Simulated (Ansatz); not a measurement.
## A geometry optimisation of ClGaH2OSi2 with PBE0-D3(BJ)/def2-SVP

The starting geometry of this gas-phase singlet was optimised with GFN2-xTB.

```yaml
atoms:
  - { symbol: Cl, position_ang: [1.9042, 0.4996, -1.5823] }
  - { symbol: Ga, position_ang: [2.6555, -0.6321, 0.5255] }
  - { symbol: O, position_ang: [0.5836, -1.0884, 0.5016] }
  - { symbol: Si, position_ang: [-1.5454, 1.1037, -1.3070] }
  - { symbol: Si, position_ang: [-0.1667, -0.5769, -0.7533] }
  - { symbol: H, position_ang: [-1.4824, 1.3327, -2.7685] }
  - { symbol: H, position_ang: [-2.9224, 0.5473, -1.2064] }
```

Predict what it relaxes into with PBE0-D3(BJ)/def2-SVP.

A bond breaks, giving a structure given below by its coordinates. Distances that change by over a tenth: Cl1–Si5 (2.48 → 2.07 Å), Ga2–O3 (2.12 → 1.85 Å). Contacts that open: Cl1–Ga2 (2.51 → 4.48 Å).

The energy falls by 0.86 eV over 31 steps:

```
step  E − E(last) (eV)
   1             0.858
   4             0.201
   8             0.032
  11             0.012
  14             0.004
  18             0.001
  21             0.000
  24             0.000
  28             0.000
  31             0.000
```

Final geometry (Å):

```xyz
7

Cl    1.9077    0.7286   -2.3566
Ga    1.7874   -1.4380    1.5573
O     0.9437   -0.6756    0.1042
Si   -1.6350    1.2130   -1.2410
Si    0.3259    0.1248   -1.1627
H    -1.8036    1.1613   -2.7427
H    -2.4998    0.0718   -0.7488
```

Frequencies at the end are all real (lowest 16 cm⁻¹). Run with Ansatz 0.2.0, 65 s on 2 threads of Intel(R) Xeon(R) 6975P-C (Granite Rapids), with other jobs on the host.
